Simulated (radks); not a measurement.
Task: These are the eigenvalues of the occupied orbitals of an atom or ion with whole-number occupations (hartree). All-electron calculation, Dirac Kohn-Sham, BLYP, spin-unpolarised, spherical densities, finite nucleus; Fermi nuclear charge, rms radius of each element as measured or else 0.836 A^(1/3) + 0.57 fm. Program: a radial shooting solver on a logarithmic mesh with Libxc functionals.

| orbital | eigenvalue |
|---|---|
| 1s1/2 | -1472.937 |
| 2s1/2 | -275.1020 |
| 2p1/2 | -262.5981 |
| 2p3/2 | -247.2867 |
| 3s1/2 | -92.04274 |
| 3p1/2 | -86.94128 |
| 3p3/2 | -83.65044 |
| 3d3/2 | -75.13056 |
| 3d5/2 | -74.39355 |

Which element is it, and in what charge state? The configuration may be excited. Open shells, if any, fill j = l - 1/2 first.

Result: Z = 57, lanthanum, charge +32: La32+ in [Ar] 3d7. The list shows which subshells hold electrons but not how many an open one holds; the 1s level, -1472.9 hartree, gives Z - s = 54.3 by -(Z - s)^2/2, which with screening and relativity narrows Z to a few neighbours, and the depths of the outer levels then fix element, charge and occupations together.
